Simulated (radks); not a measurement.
Ir VII, configuration [Xe] 4f14 5d3 (the NIST ground configuration). Method: Dirac Kohn-Sham, BLYP, spin-unpolarised, spherical densities, finite nucleus; open shells fill j = l - 1/2 first; Fermi nuclear charge, rms radius 5.4032 fm; computed with a radial shooting solver on a logarithmic mesh with Libxc functionals.

Normalised radial functions P(r) = r R(r) (large component), r in bohr:

```
   r/bohr * 4f5/2, o 4f7/2 (the largest magnitude, 1.4, reaches the edge; | marks zero, & curves that meet)
 0.002309 &
 0.002666 &
 0.003055 &
 0.003528 &
 0.004042 &
 0.004668 &
 0.005348 &
 0.006176 &
 0.007075 &
 0.008171 &
 0.009437 &
  0.01081 &
  0.01249 &
  0.01431 &
  0.01652 &
  0.01893 &
  0.02186 &
  0.02504 &
  0.02892 &
   0.0334 &
  0.03827 o*
   0.0442 |&
  0.05063 |&
  0.05848 | &
    0.067 |  &
  0.07737 |   &
  0.08864 |     &
   0.1024 |        &
   0.1182 |           o*
   0.1355 |                &
   0.1564 |                     o*
   0.1792 |                           o*
    0.207 |                                  &
   0.2371 |                                        o*
   0.2739 |                                              o*
   0.3138 |                                                   &
   0.3624 |                                                     o*
   0.4185 |                                                      &
   0.4794 |                                                    &
   0.5537 |                                               &
   0.6344 |                                         *o
   0.7326 |                                  *o
   0.8394 |                           *o
   0.9694 |                    &
    1.111 |              &
    1.283 |         &
    1.481 |     &
    1.697 |  *o
     1.96 | &
    2.245 |&
    2.593 &
    2.971 &
    3.431 &
    3.931 &
     4.54 &
```

4f5/2: eigenvalue -144.88 eV, 0 radial nodes, <r> = 0.528 bohr, 90 % of the charge inside 0.856 bohr. 4f7/2: eigenvalue -141.74 eV, 0 radial nodes, <r> = 0.536 bohr, 90 % of the charge inside 0.868 bohr.
